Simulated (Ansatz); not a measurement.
Hf₂N₂⁻. Charge -1, multiplicity 2. Geometry r2SCAN-D4/def2-TZVP, that of the neutral singlet; atoms count from 1.

```xyz
4

Hf    0.9896    0.5219   -0.8273
Hf   -0.9890   -0.5233    0.8272
N     0.7726    0.2059    1.0539
N    -0.7731   -0.2045   -1.0537
```

In the def2 sets Hf takes a core potential; there is no spin–orbit coupling. The structure comes from a short search, and lower isomers may exist.

Question: Estimate the Mulliken populations from the PBE0/def2-TZVPD orbitals of Ansatz.

Answer: 
```
atom  charge (e)  spin (α − β)  d electrons
 Hf1        0.03          0.42         2.03
 Hf2        0.03          0.42         2.03
  N3       -0.53          0.08            –
  N4       -0.53          0.08            –
```
Mulliken values and Mayer orders depend strongly on the basis. With diffuse functions, as here, like atoms can get unlike values, and bond orders can come out too low or too high.

Question: Where does the spin sit?

Answer: Summed by element: Hf 0.83, N 0.17, of 1 unpaired in all. Largest on single atoms: Hf1 0.42, Hf2 0.42, N4 0.08.

Question: And the Mayer bond orders between bonded heavy atoms (over 0.3)?

Answer: Hf1–Hf2 2.04 (2.78 Å); Hf1–N3 1.27 (1.92 Å); Hf1–N4 1.27 (1.92 Å); Hf2–N3 1.27 (1.92 Å); Hf2–N4 1.27 (1.92 Å).
